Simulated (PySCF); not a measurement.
Job for PySCF: R-HF/3-21G on FIZn (SMILES [F][Zn][I]), a point of a bond scan (R = 2.411 Å).

```python
from pyscf import gto, scf, dft, mp
from pyscf.data.elements import chemcore

mol = gto.M(
    atom='''
    Zn   -0.00000000   -0.00000000   -1.21691755
    F    -0.00000000   -0.00000000   -2.97433346
    I     0.00000000    0.00000000    1.19389675
    ''',
    basis='3-21g',
    charge=0, spin=0, verbose=3, max_memory=1800)
mf = scf.RHF(mol)
mf.conv_tol = 1e-8
mf.max_cycle = 100
mf.kernel()
if not mf.converged:
    mf = mf.newton().run(mf.mo_coeff, mf.mo_occ)
```

Output:

```
converged SCF energy = -8755.28740851278
```

The run converged.

Cost: roughly 0.7 core-seconds.
